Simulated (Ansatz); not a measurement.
CH7AlOSi (`CO[SiH2][AlH2]`), 11 atoms. The species carries charge 0 and has multiplicity 1. All runs use 2 threads of an Arm Neoverse V1 on a shared host. Correlated methods freeze the cores.

(1) How many basis functions does each run have, and how long does it take in Ansatz? RHF-CCSD(T)/def2-SVP energy; RKS PBE0-D4/def2-TZVP frequencies; direct RPA on PBE orbitals/def2-TZVPP energy; RKS PBE-QIDH (frozen core)/def2-TZVPP energy; RKS B2PLYP (frozen core)/def2-TZVPP energy; RHF-MP2/def2-QZVPP energy; RKS ωB97M-V/def2-QZVPP energy; RKS PBE0-D4/def2-TZVP relaxation (15 steps); RKS PBE0-D4/def2-QZVPP energy; RKS ωB97M-V/def2-SVP energy; RKS r2SCANh-D4/def2-TZVPP energy; RKS B97M-V/def2-TZVPP energy. (Estimate.)

Results:

(1) Computed: Other jobs shared the machine, so times are rough.

```json
{"level": "RHF-CCSD(T)/def2-SVP", "job": "energy", "functions": "99", "wall time": "4.5 s", "peak host memory (GiB)": "0.51"}
{"level": "RKS ωB97M-V/def2-SVP", "job": "energy", "functions": "99", "wall time": "7.5 s", "peak host memory (GiB)": "0.51"}
{"level": "RKS r2SCANh-D4/def2-TZVPP", "job": "energy", "functions": "244", "wall time": "8 s", "peak host memory (GiB)": "0.56"}
{"level": "RKS B2PLYP (frozen core)/def2-TZVPP", "job": "energy", "functions": "244", "wall time": "8.5 s", "peak host memory (GiB)": "0.57"}
{"level": "RKS PBE-QIDH (frozen core)/def2-TZVPP", "job": "energy", "functions": "244", "wall time": "9 s", "peak host memory (GiB)": "0.57"}
{"level": "direct RPA on PBE orbitals/def2-TZVPP", "job": "energy", "functions": "244", "wall time": "11 s", "peak host memory (GiB)": "0.58"}
{"level": "RKS PBE0-D4/def2-QZVPP", "job": "energy", "functions": "464", "wall time": "16 s", "peak host memory (GiB)": "1.4"}
{"level": "RKS B97M-V/def2-TZVPP", "job": "energy", "functions": "244", "wall time": "17 s", "peak host memory (GiB)": "0.37"}
{"level": "RKS ωB97M-V/def2-QZVPP", "job": "energy", "functions": "464", "wall time": "35 s", "peak host memory (GiB)": "1.7"}
{"level": "RHF-MP2/def2-QZVPP", "job": "energy", "functions": "464", "wall time": "36 s", "peak host memory (GiB)": "2.5"}
{"level": "RKS PBE0-D4/def2-TZVP", "job": "relaxation (15 steps)", "functions": "178", "wall time": "75 s", "peak host memory (GiB)": "0.41"}
{"level": "RKS PBE0-D4/def2-TZVP", "job": "frequencies", "functions": "178", "wall time": "3.5 min", "peak host memory (GiB)": "0.51"}
```
